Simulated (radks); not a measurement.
Coherent X-ray form factor from a spherical all-electron density. Method: scalar-relativistic Kohn-Sham, PBE, spin-polarised, spherical densities, finite nucleus; Fermi nuclear charge, rms radius of each element as measured or else 0.836 A^(1/3) + 0.57 fm; computed with a radial shooting solver on a logarithmic mesh with Libxc functionals.

sin(theta)/lambda (1/angstrom)  f0 (electrons)
0.05                                    44.105
0.1                                     41.843
0.15                                    38.979
0.2                                     36.027
0.25                                    33.224
0.3                                     30.667
0.4                                     26.404
0.5                                     23.207
0.6                                     20.814
0.8                                     17.307
1                                       14.422
1.25                                    11.286
1.5                                      8.886
2                                        6.261

The species is in the configuration that NIST lists as its ground one. Which atom or ion scatters so?

Answer. Neutral rhodium, [Kr] 4d8 5s1. Extrapolating in s^2 from the first two rows gives f0(0) = 44.9, near the electron count 45; among species with that count, the fall with angle is slower the higher Z, and the table is that of Z = 45; from so few rows the species is fixed only to a neighbour or two.
